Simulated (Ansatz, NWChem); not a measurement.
Worked example: the enthalpy of formation of BrCl (bromine chloride)

BrCl has 2 atoms, charge 0, and is taken as a singlet. SMILES: `ClBr`. The bond length is the measured one.

```jsonl
{"atom": "Cl", "x (Å)": "0.0000", "y (Å)": "0.0000", "z (Å)": "0.0000"}
{"atom": "Br", "x (Å)": "0.0000", "y (Å)": "0.0000", "z (Å)": "2.1361"}
```

Total energies at revPBE/def2-TZVPPD (NWChem 7.3.0); the atoms run unrestricted:

```
species    state   energy (Eh)
   BrCl  singlet  -3034.048038
     Cl  doublet   -460.067199
     Br  doublet  -2573.890766
```

Harmonic wavenumbers at SVWN5/def2-TZVP, in cm⁻¹: 449.

Measured heats of formation of the gaseous atoms at 298.15 K, in kJ/mol: Cl 121.3, Br 111.9. Spin-orbit lowering of the atoms at 298 K (mean of the ground term's levels less their thermal mean, from spectra), in kJ/mol: Cl 3.44, Br 14.69. Take 1 Eh = 2625.50 kJ/mol, 1 cm⁻¹ = 0.0119627 kJ/mol, RT = 2.479 kJ/mol.

Work out the heat of formation of the gas at 298 K.


1. Electronic atomisation energy: (-460.067199) + (-2573.890766) − (-3034.048038) = 0.090073 Eh = 236.5 kJ/mol.
2. Zero-point energy: half the sum of the wavenumbers, 224.5 cm⁻¹ = 2.7 kJ/mol.
3. Thermal vibrational enthalpy, Σ hcν̃/(exp(hcν̃/kT) − 1): 0.7 kJ/mol. Translation, rotation and pV of a linear molecule: 3.5 RT = 8.7 kJ/mol.
4. The 2 free atoms carry 5/2 RT each: 12.4 kJ/mol.
5. Spin-orbit coupling lowers the free atoms by 3.44 + 14.69 = 18.1 kJ/mol.
6. Atomisation enthalpy at 298 K: 236.5 − 18.1 − 2.7 − 0.7 − 8.7 + 12.4 = 218.7 kJ/mol.
7. Sum of the atoms' heats of formation: 233.2 kJ/mol. Heat of formation: 233.2 − 218.7 = +14.5 kJ/mol.

The tabulated value is +14.4 kJ/mol (Active Thermochemical Tables), so this level is off by +0.1 kJ/mol, or 0.0 % of the atomisation enthalpy. Relativity is left out. Anharmonicity and any spin-orbit splitting of the molecule are left out.
